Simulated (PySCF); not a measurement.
(E)-1,2-dibromo-1-chloroethene (C2HBr2Cl), SMILES C(/Br)(Cl)=C\Br.

Geometry: PBE0-D3(BJ)/def2-SVP.

Two levels are set side by side: PBE/def2-TZVP (PySCF) and CAM-B3LYP/def2-TZVP (PySCF). Same geometry, gas phase. Differences are taken from unrounded values.

```tsv
quantity	CAM-B3LYP
orbital gap (eV)	8.65
highest occupied level (eV)	-8.50
lowest empty level (eV)	0.15
dipole moment (D)	0.80
mean polarisability (bohr³)	75.3
```

Task: What does PBE give, and how far is it from CAM-B3LYP? (An estimate is asked for; the answer gives what the named calculation found.)

Result: 
```tsv
quantity	PBE	PBE minus CAM-B3LYP
orbital gap (eV)	4.22	-4.43
highest occupied level (eV)	-6.10	2.39
lowest empty level (eV)	-1.88	-2.04
dipole moment (D)	0.67	-0.13
mean polarisability (bohr³)	78.7	3.4
```

PBE's occupied levels lie high since its potential decays too fast outside the molecule; exact exchange lowers them and widens the gap. PBE's more diffuse valence density responds more strongly to a field. Differences between two approximate levels are no errors against the true value.

Rough cost on one machine, each run with all the roots and properties that it gave: CAM-B3LYP against PBE within a factor of 2.
